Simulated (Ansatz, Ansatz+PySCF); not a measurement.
```
atom   x (Å)    y (Å)    z (Å)
   O  0.0000   0.0000  -0.2333
   H  0.0000   1.4706   0.9334
   H  0.0000  -1.4706   0.9334
```

Basis set: 6-31G (spherical functions). Frozen core: 1 orbital. Charge 0, multiplicity 1.

Computed with Ansatz (development build ahead of 0.2.0); each method stands on the lowest determinant of its kind that the runs found. Restricted open shells among the atoms or ions are ROHF, correlated in semicanonical orbitals with singles. Restricted functionals stand beside restricted open-shell atoms, which can lie above the unrestricted atoms usual in DFT and then raise those values.

The atomization energy at this shape (free ground-state atoms in the same class of orbitals less the molecule, no zero-point energy) of singlet H2O:

```
           method  atomization energy
PBE0 (restricted)       8.05 kcal/mol
      RHF-CCSD(T)      33.76 kcal/mol
      UHF-CCSD(T)      26.17 kcal/mol
          RHF-MP2      10.66 kcal/mol
          UHF-MP2       8.48 kcal/mol
              RHF    -107.57 kcal/mol
              UHF       3.07 kcal/mol
```

Problem. What does PBE0 (unrestricted) give?

Solution. 29.34 kcal/mol. Caution for PBE0 (unrestricted), UHF-CCSD(T), UHF-MP2, UHF: the unrestricted determinant is a mixture of spin states. Caution for PBE0 (restricted), RHF-CCSD(T), RHF-MP2, RHF: an unrestricted determinant lies well below. Caution for RHF-CCSD(T), RHF-MP2: large amplitudes, a single reference is doubtful. Caution for RHF-CCSD(T): the amplitudes may be one of several solutions. Caution for UHF-CCSD(T), UHF-MP2: a plain start can end on a higher determinant; bonds are stretched, where a single reference can fail. Caution for UHF-CCSD(T): the program doubts this total. Caution for UHF-MP2: another reference gives a lower total. Caution for RHF: the molecule lies well above its atoms at this level.

This basis has no polarisation functions and is too small for such energies, which can lie far from measured ones in either direction.
